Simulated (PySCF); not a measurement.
A PySCF script (with the pyscf-properties extension) for the NMR shieldings of SMILES CSc1cnnc(C)c1, C6H8N2S, on a GFN2-xTB geometry:

```python
import basis_set_exchange as bse
import numpy as np
from pyscf import gto, dft
from pyscf.prop import nmr

atoms = """
C     3.367833   -0.108118    0.513850
S     1.969992    0.896978    1.091119
C     0.577870    0.136212    0.338568
C     0.624121   -1.001419   -0.478857
N    -0.454549   -1.521417   -1.016570
N    -1.629250   -1.010235   -0.816255
C    -1.774519    0.063232   -0.051340
C    -3.164384    0.576113    0.135134
C    -0.680041    0.680984    0.555209
H     3.264097   -1.128619    0.870337
H     3.430006   -0.071510   -0.569829
H     4.251630    0.347084    0.950478
H     1.542899   -1.516116   -0.713013
H    -3.238659    1.604757   -0.212629
H    -3.432966    0.554475    1.189892
H    -3.855563   -0.045528   -0.425914
H    -0.805515    1.555157    1.176144
"""
names = dict.fromkeys(["C", "S", "N", "H"], "pcSseg-1")
basis = {el: gto.basis.parse(bse.get_basis(n, elements=[el], fmt="nwchem")) for el, n in names.items()}
mol = gto.M(atom=atoms, basis=basis, charge=0, verbose=0)
mf = dft.RKS(mol, xc="PBE0")
mf.grids.level = 2
mf.grids.alignment = dft.numint.BLKSIZE   # the property module wants whole blocks of grid points
mf.conv_tol = 1e-9
mf.kernel()

calc = nmr.RKS(mf)   # GIAO
C = mf.mo_coeff
Co = C[:, mf.mo_occ > 0]
resp = mf.gen_response(singlet=True, hermi=2)
def vind(x):   # induced exchange potential for any number of trial vectors
    d = np.einsum("pi,xij,qj->xpq", C, 2 * x.reshape(-1, C.shape[1], Co.shape[1]), Co, optimize=True)
    return np.einsum("xpq,pi,qj->xij", resp(d - d.transpose(0, 2, 1)), C, Co, optimize=True).ravel()
mo1, _ = nmr.rhf.solve_mo1(calc, with_cphf=vind)
sigma = calc.kernel(mo1)
for i, s in enumerate(sigma):   # ppm
    w = np.linalg.eigvalsh((s + s.T) / 2)
    print("%2d %-2s iso %8.1f  s11 %8.1f  s22 %8.1f  s33 %8.1f" % (i, mol.atom_pure_symbol(i), w.mean(), *w))
```

Q: Give the expected output.

A: 
```
 0 C  iso    169.2  s11    161.6  s22    162.3  s33    183.6
 1 S  iso    505.2  s11    376.5  s22    418.2  s33    720.9
 2 C  iso     37.6  s11    -54.5  s22      4.5  s33    163.0
 3 C  iso     41.3  s11    -82.2  s22     53.1  s33    153.1
 4 N  iso   -195.6  s11   -631.0  s22   -203.9  s33    248.2
 5 N  iso   -167.4  s11   -546.8  s22   -182.9  s33    227.7
 6 C  iso     26.8  s11    -88.4  s22     16.4  s33    152.5
 7 C  iso    162.4  s11    141.1  s22    156.6  s33    189.7
 8 C  iso     61.2  s11    -44.7  s22     62.0  s33    166.2
 9 H  iso     29.1  s11     24.3  s22     26.5  s33     36.4
10 H  iso     29.1  s11     24.4  s22     26.6  s33     36.4
11 H  iso     29.4  s11     24.2  s22     26.7  s33     37.3
12 H  iso     22.8  s11     18.9  s22     19.2  s33     30.3
13 H  iso     29.0  s11     24.8  s22     28.3  s33     33.9
14 H  iso     29.0  s11     24.8  s22     28.2  s33     33.9
15 H  iso     28.6  s11     24.4  s22     26.7  s33     34.7
16 H  iso     24.5  s11     19.9  s22     21.7  s33     32.0
```

These numbers come from an equivalent density-fitted implementation of the same equations, which agrees with the script to about 0.01 ppm for H and up to a few tenths of a ppm for heavy atoms, so last digits may differ.

Q: Turn these shieldings into chemical shifts. δ = σ(ref) − σ, references computed at the same level: ¹³C (σ = 186.93 ppm) and ¹H (σ = 31.72 ppm) vs TMS; CS2 for ³³S (σ = 503.73 ppm); ¹⁵N (σ = 267.73 ppm) vs NH3.

A: Averaging equivalent atoms: C 6: 160.1; C 2: 149.3; C 3: 145.6; C 8: 125.7; C 7: 24.5; C 0: 17.7; S 1: -1; N 4: 463.3; N 5: 435.1; H 12: 8.92; H 16: 7.21; H 13/14/15: 2.86; H 9/10/11: 2.51 ppm. Experimental scales use liquid or dissolved standards, which lie at an offset from isolated NH3 (liquid NH3: subtract about 20 ppm). Unscaled 15N shifts of sp2 nitrogen come out 20 to 40 ppm too high even then.

Size and cost of the density-fitted run: 200 basis functions, roughly 110 core-seconds.
